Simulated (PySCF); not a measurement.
Point-charge models of `CPc1ccc(Cl)cc1` against its computed dipole.

Coordinates (PBE0-D3(BJ)/def2-SVP, Å) and charges (e) from the PBE0/pcSseg-1 density (PySCF):

```csv
atom,x,y,z,Mulliken,IAO,Hirshfeld,ESP-fitted
C1,1.145,0.284,-0.817,-0.5070,-0.5964,-0.1632,-0.0664
P2,0.486,-0.212,0.848,+0.3112,+0.3587,+0.1141,-0.3475
C3,-1.287,0.228,0.629,-0.4147,-0.1934,-0.0520,+0.1841
C4,-1.728,1.470,1.104,-0.0388,-0.1369,-0.0448,-0.2027
C5,-3.052,1.872,0.957,+0.0593,-0.1582,-0.0569,-0.1038
C6,-3.960,1.011,0.342,-0.2398,-0.0077,+0.0170,-0.0354
Cl7,-5.614,1.493,0.165,-0.0813,-0.0306,-0.0325,-0.0721
C8,-3.552,-0.237,-0.128,+0.0589,-0.1584,-0.0574,-0.1373
C9,-2.221,-0.617,0.013,-0.0311,-0.1393,-0.0437,-0.1264
H10,1.139,1.382,-0.881,+0.1506,+0.1563,+0.0432,+0.0744
H11,0.558,-0.122,-1.653,+0.1477,+0.1470,+0.0392,+0.0190
H12,2.189,-0.053,-0.905,+0.1489,+0.1553,+0.0452,+0.0832
H13,0.341,-1.606,0.574,+0.0364,-0.0356,-0.0159,+0.1370
H14,-1.022,2.137,1.608,+0.0955,+0.1551,+0.0501,+0.1726
H15,-3.390,2.841,1.326,+0.1045,+0.1661,+0.0539,+0.1478
H16,-4.278,-0.899,-0.604,+0.1034,+0.1657,+0.0535,+0.1560
H17,-1.905,-1.593,-0.365,+0.0963,+0.1525,+0.0506,+0.1175
```

**Question.** What dipole does each set of charges give (1 e·Å = 4.803 D), and what does the density give?

**Answer.** The full density gives (1.08, -0.44, -1.07) D, 1.58 D in size; dipole vectors point from the negative to the positive end.

```json
{"scheme": "Mulliken", "μx": "3.70", "μy": "-1.11", "μz": "0.15", "size (D)": "3.87", "share of the full size (%)": "245", "angle to the full dipole (°)": "45"}
{"scheme": "IAO", "μx": "1.92", "μy": "-0.28", "μz": "0.72", "size (D)": "2.07", "share of the full size (%)": "131", "angle to the full dipole (°)": "64"}
{"scheme": "Hirshfeld", "μx": "1.00", "μy": "-0.17", "μz": "0.24", "size (D)": "1.04", "share of the full size (%)": "66", "angle to the full dipole (°)": "57"}
{"scheme": "ESP-fitted", "μx": "1.22", "μy": "-0.44", "μz": "-1.02", "size (D)": "1.65", "share of the full size (%)": "105", "angle to the full dipole (°)": "5"}
```

**Question.** Which set comes closest?

**Answer.** Length of the difference vector: ESP-fitted 0.15 D, Hirshfeld 1.33 D, IAO 1.98 D, Mulliken 2.97 D. Closest: ESP-fitted. The schemes that divide the density aren't constrained to reproduce the dipole.

**Question.** What is left for the Hirshfeld atoms' own dipoles?

**Answer.** The shares of the density sum to the whole, so what Σ q r misses lies in dipoles about the nuclei. The atomic dipoles sum to (1.08, -0.44, -1.07) − (1.00, -0.17, 0.24) = (0.08, -0.27, -1.31) D, 1.33 D in size.

**Question.** With the origin at the mean of the coordinates, (-1.538, 0.434, 0.130) Å, which are the largest single terms, by size, of the Mulliken dipole along the direction of the full one?

**Answer.** C1 -6.12, H12 +2.42, C6 +2.25, H11 +1.98, H10 +1.63 D; all 17 atoms together +2.73 D. The single terms depend on the origin, their sum doesn't.

**Question.** Give the size of the full dipole in other units.

**Answer.** 1.58 D = 0.622 au = 0.329 e·Å = 5.27 × 10⁻³⁰ C·m.

The structure is a single PBE0-D3(BJ)/def2-SVP conformer in the gas phase; no vibrational or solvent corrections.

Shape of the structure used: `[CH3:1][PH:2][c:3]1[cH:4][cH:5][c:6]([Cl:7])[cH:8][cH:9]1`: C1–P2–C3–C4 -96°.
